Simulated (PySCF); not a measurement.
ZnI, SMILES [I][Zn+], charge +1. Geometry: r2SCAN-D4/def2-TZVP. The multiplicity is an assumed one; other spin states were not compared. The def2 effective core potentials stand for the cores of I; spin–orbit coupling is left out.

**Question.** Give the equilibrium geometry at r2SCAN-D4/def2-TZVP (PySCF confirms it by a frequency run) as Cartesian coordinates in Å, and its point group. (Estimate from the structure and the level; the computed values follow.)

**Answer.** point group C∞v.
```xyz
2

Zn     0.0000     0.0000    -1.5112
I      0.0000     0.0000     0.8554
```
Charge +1, spin multiplicity 1.
